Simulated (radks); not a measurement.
Task: Charge is removed step by step from the 1s1/2 level of neutral helium, starting from [He]. Calculated with a radial shooting solver on a logarithmic mesh with Libxc functionals: Dirac Kohn-Sham, PBEsol, spin-unpolarised, spherical densities, point nucleus. At the starting occupation the eigenvalue is -15.499 eV. Estimate the energy to remove one whole electron from this level, the eigenvalue at the end, and how far E(n) bends from a straight line.

Result: Delta-SCF 26.594 eV; final eigenvalue -38.644 eV; the deviation from the straight line is -2.902 eV at 0.5 electron removed, the largest on the grid computed. Slater's transition state (half an electron removed) gives 26.353 eV. Integrating minus the eigenvalue over the occupation (Janak's theorem) gives 26.594 eV. The mean slope of the eigenvalue, de/dn, is 23.1 eV per electron. Ionisation energy of He in the NIST Atomic Spectra Database: 24.587 eV (measured).

Beside tabulated values, note that spin-unpolarised runs miss the spin-polarisation part of the exchange energy of open shells.
